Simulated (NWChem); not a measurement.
System: ammonia (NH3); SMILES N

Here is an NWChem input.

```
start job
memory heap 200 mb stack 700 mb global 900 mb
geometry units angstroms noautosym nocenter noautoz
  N      0.000000     0.000000     0.138842
  H      0.661761     0.661761    -0.266394
  H      0.242221    -0.903982    -0.266394
  H     -0.903982     0.242221    -0.266394
end
basis spherical
  * library pcsseg-1
end
dft
  xc slater vwn_5
  iterations 150
end
property
  shielding 2 1 2
end
task dft property
```

NWChem printed, in part:

```
             Northwest Computational Chemistry Package (NWChem) 7.3.0
             --------------------------------------------------------

                             Geometry "geometry" -> ""
                             -------------------------

 Output coordinates in angstroms (scale by  1.889725989 to convert to a.u.)

  No.       Tag          Charge          X              Y              Z
 ---- ---------------- ---------- -------------- -------------- --------------
    1 N                    7.0000     0.00000000     0.00000000     0.13884200
    2 H                    1.0000     0.66176100     0.66176100    -0.26639400
    3 H                    1.0000     0.24222100    -0.90398200    -0.26639400
    4 H                    1.0000    -0.90398200     0.24222100    -0.26639400

 Effective nuclear repulsion energy (a.u.)      11.8759166753

                              NWChem Property Module
                              ----------------------

  itol2e modified to match energy
  convergence criterion.

                                 NWChem DFT Module
                                 -----------------

 Summary of "ao basis" -> "ao basis" (spherical)
 ------------------------------------------------------------------------------
       Tag                 Description            Shells   Functions and Types
 ---------------- ------------------------------  ------  ---------------------
 N                          pcsseg-1                 7       17   3s3p1d
 H                          pcsseg-1                 3        5   2s1p

  itol2e modified to match energy
  convergence criterion.

            General Information
            -------------------
          SCF calculation type: DFT
          Wavefunction type:  closed shell.
          No. of atoms     :     4
          No. of electrons :    10
           Alpha electrons :     5
            Beta electrons :     5
          Charge           :     0
          Spin multiplicity:     1
          Use of symmetry is: off; symmetry adaption is: off
          Maximum number of iterations: 150
          AO basis - number of functions:    32
                     number of shells:    16
          Convergence on energy requested:  1.00D-07
          Convergence on density requested:  1.00D-05
          Convergence on gradient requested:  5.00D-04

              XC Information
              --------------
                        Slater Exchange Functional  1.000 local
                      VWN V Correlation Functional  1.000 local

             Grid Information
             ----------------
          Grid used for XC integration:  fine
          Radial quadrature: Mura-Knowles
          Angular quadrature: Lebedev.
          Tag              B.-S. Rad. Rad. Pts. Rad. Cut. Ang. Pts.
          ---              ---------- --------- --------- ---------
          N                   0.65       70           6.0       590
          H                   0.35       60           7.0       590
          Grid pruning is: on
          Number of quadrature shells:   250
          Spatial weights used:  Erf1

      Superposition of Atomic Density Guess
      -------------------------------------

 Sum of atomic energies:         -55.78144720

      Non-variational initial energy
      ------------------------------

 Total energy =     -56.165418
 1-e energy   =     -97.971352
 2-e energy   =      29.930017
 HOMO         =      -0.390000
 LUMO         =       0.071270

[...]

          -----------------------------------------
          Chemical Shielding Tensors (GIAO, in ppm)
          -----------------------------------------

                                NWChem CPHF Module
                                ------------------

  scftype          =     RHF
  nclosed          =        5
  nopen            =        0
  variables        =      135
  # of vectors     =        3
  tolerance        = 0.10D-03
  level shift      = 0.00D+00
  max iterations   =       50
  max subspace     =       30

 SCF residual:    3.4889287053836237E-007

Iterative solution of linear equations
  No. of variables      135
  No. of equations        3
  Maximum subspace       30
        Iterations       50
       Convergence  1.0D-04

   iter   nsub   residual    time
   ----  ------  --------  ---------
     1      3    3.99D-08       2.3

      Atom:    1  N
        Diamagnetic
    317.5271     -0.0000      0.0000
     -0.0000    317.5271      0.0000
      0.0000      0.0000    301.3255

        Paramagnetic
    -25.0171      0.0000     -0.0000
      0.0000    -25.0171     -0.0000
     -0.0000     -0.0000    -70.7397

        Total Shielding Tensor
    292.5099      0.0000     -0.0000
      0.0000    292.5099     -0.0000
     -0.0000     -0.0000    230.5858

           isotropic =     271.8686
          anisotropy =      30.9621

          Principal Components and Axis System
                 1           2           3
              292.5100    292.5099    230.5858

      1         0.7073     -0.7069      0.0000
      2         0.7069      0.7073      0.0000
      3        -0.0000     -0.0000      1.0000

      Atom:    2  H
        Diamagnetic
     32.4554      6.6831     -3.6264
      6.6831     32.4554     -3.6264
     -3.6264     -3.6264     25.2484

        Paramagnetic
      1.1246      0.5976      0.3086
      0.5976      1.1246      0.3086
      0.3086      0.3086      1.9179

        Total Shielding Tensor
     33.5800      7.2807     -3.3179
      7.2807     33.5800     -3.3179
     -3.3179     -3.3179     27.1663

           isotropic =      31.4421
          anisotropy =      16.3080

          Principal Components and Axis System
                 1           2           3
               42.3141     26.2994     25.7129

      1         0.6754     -0.7071      0.2092
      2         0.6754      0.7071      0.2092
      3        -0.2959     -0.0000      0.9552
```

Level: LDA (Slater exchange, VWN5)/pcSseg-1, GIAO. All runs use the structure optimised with PBE0/def2-SVP. Not confirmed as a minimum by frequencies. The printed shielding anisotropy is the first printed principal value minus the mean of the other two.
